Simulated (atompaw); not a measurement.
**An all-electron radial function and its pseudo partner (Ca)**

Columns: radius, all-electron u(r) and pseudo u(r) of the 3d shell (level -8.34 eV) of calcium in the configuration [Ne] 3s2 3p6 3d0 4s1 4p0; PBE, scalar-relativistic, PAW (atompaw) scheme, atompaw 4.2.0.5.

| r (bohr) | all-electron | pseudo |
| --- | --- | --- |
| 0.115 | 0.0254 | 0.0004 |
| 0.231 | 0.1144 | 0.0030 |
| 0.346 | 0.2316 | 0.0097 |
| 0.462 | 0.3491 | 0.0225 |
| 0.577 | 0.4506 | 0.0421 |
| 0.692 | 0.5330 | 0.0692 |
| 0.808 | 0.5965 | 0.1039 |
| 0.923 | 0.6402 | 0.1449 |
| 1.038 | 0.6673 | 0.1910 |
| 1.154 | 0.6809 | 0.2408 |
| 1.269 | 0.6837 | 0.2914 |
| 1.385 | 0.6784 | 0.3413 |
| 1.500 | 0.6671 | 0.3873 |
| 1.615 | 0.6516 | 0.4279 |
| 1.731 | 0.6328 | 0.4617 |
| 1.846 | 0.6123 | 0.4870 |
| 1.962 | 0.5903 | 0.5037 |
| 2.077 | 0.5678 | 0.5115 |
| 2.192 | 0.5450 | 0.5112 |
| 2.308 | 0.5220 | 0.5039 |
| 2.423 | 0.4994 | 0.4910 |
| 2.538 | 0.4772 | 0.4741 |
| 2.654 | 0.4553 | 0.4545 |
| 2.769 | 0.4341 | 0.4341 |
| 2.885 | 0.4134 | 0.4135 |
| 3.000 | 0.3936 | 0.3936 |

(1) How many radial nodes do the two functions have?

(2) Where does each function peak?

(3) Is the pseudo-wave norm-conserving?

Answers

(1) The all-electron 3d function has n − l − 1 = 0; the pseudo-wave has 0.

(2) Outermost all-electron maximum near 1.27 bohr, pseudo maximum near 2.08 bohr (to the table’s step).

(3) No, it belongs to a PAW set: the norm inside the radius is not constrained, and the difference is carried by the augmentation charge.
